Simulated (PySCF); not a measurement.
H₄Si₂, SMILES [SiH][SiH3] (connectivity only; charge and spin as stated), neutral, multiplicity 1.

The structure is a stationary point at PBE0-D3(BJ)/def2-TZVP. The isomer is the one that the SMILES or the coordinates give; other isomers of the formula were not compared.

Computed with PBE/def2-TZVPD in PySCF.

Isolated molecule, no solvent.

```json
{
 "total_energy": "-581.01378 hartree",
 "highest_occupied_level": "-5.71 eV",
 "lowest_empty_level": "-4.25 eV",
 "orbital_gap": "1.46 eV",
 "dipole_moment": "0.20 D",
 "quadrupole, principal values (traceless, Buckingham form, about the centre of nuclear charge)": "-3.92, -0.92, 4.83 D·Å",
 "mean_static_polarisability": "70.7 bohr³ (10.48 Å³)",
 "polarisability_principal_values": "56.1, 62.4, 93.6 bohr³"
}
```
